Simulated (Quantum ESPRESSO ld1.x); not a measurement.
Task: The mean radii <r> (bohr) of the occupied orbitals of an atom or ion are listed with their occupations. Calculated with ld1.x of Quantum ESPRESSO 7.5: Dirac Kohn-Sham, LDA (Slater exchange, VWN5 correlation), spin-unpolarised, spherical densities, point nucleus.

orbital     occ.      <r>
1s1/2          2  0.02613
2s1/2          2   0.1118
2p1/2          2  0.09407
2p3/2          4  0.09996
3s1/2          2   0.2991
3p1/2          2   0.2890
3p3/2          4   0.3008
3d3/2          4   0.2715
3d5/2          6   0.2752
4s1/2          2   0.6948
4p1/2          2   0.7205
4p3/2          4   0.7484
4d3/2          4   0.8302
4d5/2          6   0.8406
5s1/2          2    1.701
5p1/2    1.66667    1.930
5p3/2    3.33333    2.010

Name the element and its charge. Open shells, if any, are shared by 2j + 1.

Result: Z = 55, caesium, charge +2: Cs2+ in [Kr] 4d10 5s2 5p5. The 1s radius gives Z: for a bare nucleus <r> = (2 gamma + 1)/(2Z) with gamma = sqrt(1 - (Z/c)^2), 0.02574 bohr for Z = 55, and screening makes it slightly larger (0.02613 here). The occupations add up to 53, and the charge is Z minus that.
